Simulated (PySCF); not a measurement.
# One molecule, a ladder of functionals, a line

Molecule: SMILES FBOC(F)F, CH2BF3O.

Molfile (atoms numbered from 1):
```
CH2BF3O
     RDKit          3D

  8  7  0  0  0  0  0  0  0  0999 V2000
    1.2701   -1.0236   -0.5647 F   0  0  0  0  0  0  0  0  0  0  0  0
    1.2624    0.2202   -0.1137 B   0  0  0  0  0  0  0  0  0  0  0  0
    0.1591    0.7008    0.5100 O   0  0  0  0  0  0  0  0  0  0  0  0
   -0.9551   -0.0642    0.7417 C   0  0  0  0  0  0  0  0  0  0  0  0
   -0.8042   -0.7166    1.9009 F   0  0  0  0  0  0  0  0  0  0  0  0
   -1.9947    0.7584    0.8557 F   0  0  0  0  0  0  0  0  0  0  0  0
    2.2150    0.9340   -0.2613 H   0  0  0  0  0  0  0  0  0  0  0  0
   -1.1445   -0.7972   -0.0601 H   0  0  0  0  0  0  0  0  0  0  0  0
  1  2  1  0
  2  3  1  0
  3  4  1  0
  4  5  1  0
  4  6  1  0
  2  7  1  0
  4  8  1  0
M  END
```

GIAO shieldings (ppm, equivalent atoms averaged) in PySCF on the PBE0-D3(BJ)/def2-SVP geometry, basis pcSseg-2, gas phase, non-relativistic:

```csv
functional,exact exchange (%),σ(F1),σ(F5/F6),σ(B2),σ(O3)
BLYP,0,234.6,252.1,68.8,100.0
BP86,0,233.7,255.5,71.2,105.0
PBE,0,231.5,253.8,70.3,103.1
PBE0,25,252.5,271.2,75.3,122.7
mPW1PW91,25,253.8,272.1,75.4,123.5
BHandHLYP,50,272.2,283.5,78.8,136.0
HF,100,302.4,308.9,90.0,167.7
```

Question: Fit each shielding as a line in the percentage of exact exchange.

Answer: σ(F1) = 234.4 + 0.70 x (rms 1.9 ppm); σ(F5/F6) = 255.2 + 0.55 x (rms 2.0 ppm); σ(B2) = 70.1 + 0.20 x (rms 0.8 ppm); σ(O3) = 104.0 + 0.65 x (rms 2.3 ppm). The functionals also differ in their semilocal parts, which the line can't hold; Hartree–Fock has no correlation at all.

Question: What does the line predict for B3LYP (20 %), and what does the run give?

Answer: σ(F1): 248.4 predicted, 250.8 computed; σ(F5/F6): 266.2 predicted, 266.2 computed; σ(B2): 74.1 predicted, 72.8 computed; σ(O3): 117.0 predicted, 115.6 computed ppm.
